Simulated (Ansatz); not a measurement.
AlH6NSiTe, SMILES `N[SiH2][AlH][TeH]`. Charge 0, multiplicity 1. Correlated methods include outer-core shells of Te, which these sets cover unevenly. Te takes the def2 core potential.

```xyz
10

N    -2.2794   -0.4671    0.0796
Si   -0.6335   -0.9394    0.3668
Al    1.1177    0.5442   -0.5437
Te    3.0832    1.0994    0.9577
H    -2.6267   -0.4784   -0.8670
H    -2.6399    0.3372    0.5692
H    -0.4613   -2.3027   -0.2166
H    -0.4666   -1.0507    1.8445
H     1.1095    1.2188   -1.9833
H     3.7969    2.0388   -0.2071
```

(1) Give the diagnostics of a CCSD(T)/def2-TZVPP run (frozen core, Ansatz 0.2.0). (Estimate.)

Results:

(1) Ansatz gave: T1 = 0.0119, largest single amplitude 0.024, largest double 0.029, (T) share of the correlation energy 3.0 %, 10 CCSD cycles. The RHF solution is stable towards an unrestricted one. T1 lies under the customary mark of 0.02 for closed shells.
